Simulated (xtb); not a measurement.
Pb(Cl)(OH) (ClHOPb), SMILES [OH][Pb][Cl] (connectivity only; charge and spin as stated), neutral, multiplicity 1. All values are semi-empirical tight-binding results from xtb (GFN2-xTB unless named), good for trends rather than for accurate numbers. Geometry optimised at GFN2-xTB. One conformer was computed; it need not be the lowest.

Optimised geometry:

Bonded distances (Å): Pb1–Cl2 2.477, Pb1–O3 2.130, O3–H4 0.953. Bond angles (°): Cl2–Pb1–O3 96.1, Pb1–O3–H4 126.0.
Charge 0, spin multiplicity 1.

For metal compounds this method's bond lengths and energies can be far off.

```
Quantity                                       Result
-------------------------------------  --------------
point group as xtb finds it                        Cs
orbital gap                                   2.93 eV
zero-point energy                        7.5 kcal/mol
G − E(el) at 298.15 K (modified RRHO)  -11.8 kcal/mol
```

Computed atomic charges and the Wiberg bond orders between heavy atoms:
charges (e) Pb1 0.78, Cl2 -0.41, O3 -0.64, H4 0.28. Bond orders Pb1–Cl2 0.94, Pb1–O3 0.99.
